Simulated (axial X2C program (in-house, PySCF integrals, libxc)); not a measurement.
# InPt⁺: from Re and ωe to a spectrum

A bond curve at the PBE0 level, 2c, was computed with an in-house relativistic program for diatomic molecules (basis Pt dyall-v2z [11s12p9d5f], In dyall-v2z [9s10p7d] (cores contracted in-house)) for the state Ω = 3 (⟨Sz⟩ = 1.00, ⟨Lz⟩ = 2.00 at PBE0). Its fit gives Re = 2.6460 Å, ωe = 137.4 cm⁻¹, ωexe = 0.769 cm⁻¹ and αe = 1.928e-04 cm⁻¹; the masses are 194.9648 and 114.9039 u. Two-component means X2C with spin–orbit coupling and atomic mean-field Coulomb and Gaunt terms.

Task: Find the reduced mass, Be and the force constant.

Result: From the PBE0 values: μ = 72.2958 u. Be = 16.8576/(μ Re²) = 0.0333 cm⁻¹. k = 5.8918×10⁻⁷ μ ωe² = 0.804 mdyn/Å.

Task: Where do the fundamental and the first overtone lie?

Result: ν(1←0) = ωe − 2ωexe = 135.9 cm⁻¹; ν(2←0) = 2ωe − 6ωexe = 270.2 cm⁻¹.

Task: Estimate the centrifugal constant by the Kratzer relation.

Result: D = 4Be³/ωe² = 7.83e-09 cm⁻¹.

Task: A Morse curve ties αe to the other constants (Pekeris). How well does that hold?

Result: αe(Morse) = 6Be²/ωe × (√(ωexe/Be) − 1) = 1.843e-04 cm⁻¹; the PBE0 curve gives 1.928e-04 cm⁻¹, a ratio of 0.96.

The state is one determinant whose occupation by symmetry is held fixed; it was picked as the lowest of a PBE0 search that is not exhaustive. Density functionals use the spin component along the axis (collinear). Without a current term, density functionals place determinants with orbital angular momentum somewhat too high. With several unpaired electrons one determinant need not be a pure state. The lowest spin-free determinant has another configuration (M_S = 0, Λ = 0), so the order of states is uncertain and this need not be the ground state.
